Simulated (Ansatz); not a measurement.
Q: Name a neutral molecule of C, Mg, N and H with HOMO energy (B3LYP/def2-TZVPP) between -5.35 and -5.05 eV and HOMO–LUMO gap (ωB97M-V/def2-TZVPP) between 7.85 and 8.15 eV (Ansatz, PBE0-D4/def2-TZVP geometry).

A: `C[N](C)[Mg][NH2]` (-5.18 eV, 8.08 eV); `[CH3][Mg][N](C)C` (-5.13 eV, 8.06 eV); `C[N](C)[Mg][N](C)C` (-5.24 eV, 8.12 eV). Other molecules can fit too; these were computed, each in one conformer that needn't be the lowest.

B3LYP here is the variant with VWN-RPA as its local correlation; programs differ in this.
